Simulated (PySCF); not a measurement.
[Pb(NH3)3]2+ relaxed at several levels

Computed with PySCF 2.14.0, def2-SVP on the ligands, density fitting, scalar-relativistic core potentials, no spin-orbit coupling, vacuum. Each row is relaxed at its own level from the same template. Distances are means of the shortest metal–ligand contacts, charges and spins Mulliken's; removal energies are rigid, with the ligand's formal charge and no counterpoise, so too large; for an anion taken off a cation in vacuum most of it is the attraction of opposite charges, and multiply charged cations can part far more cheaply with an electron moved from ligand to metal.

```json
{"level": "BP86", "basis on the metal": "def2-SVP with ECP60", "point group": "C3", "M–NH3 (Å)": "2.518", "charge on M (e)": "0.98", "HOMO–LUMO gap (eV)": "5.60", "removal of one NH3 (eV)": "2.38", "strongest infrared band, degenerate modes summed (cm⁻¹)": "3320", "unstable modes (below −25 cm⁻¹)": "0"}
```

**Question.** What does the calculation give for PBE0, def2-SVP with ECP60?

**Answer.** point group: C3, M–NH3 (Å): 2.491, charge on M (e): 1.08, HOMO–LUMO gap (eV): 7.57, removal of one NH3 (eV): 2.36, strongest infrared band, degenerate modes summed (cm⁻¹): 3539, unstable modes (below −25 cm⁻¹): 0.
```xyz
13

Pb    0.0000    0.0000   -1.2131
N     2.0579    0.0474    0.1890
H     1.9556   -0.0584    1.2043
H     2.7106   -0.6926   -0.0988
H     2.5805    0.9220    0.0557
N    -1.0700    1.7585    0.1890
H    -0.9272    1.7228    1.2043
H    -0.7555    2.6937   -0.0988
H    -2.0888    1.7738    0.0557
N    -0.9879   -1.8059    0.1890
H    -1.0284   -1.6644    1.2043
H    -1.9551   -2.0011   -0.0988
H    -0.4918   -2.6958    0.0557
```

Moved off a saddle point of the template and relaxed again: BP86, PBE0. One start shape was tried for each, so a minimum needn't be the lowest isomer.
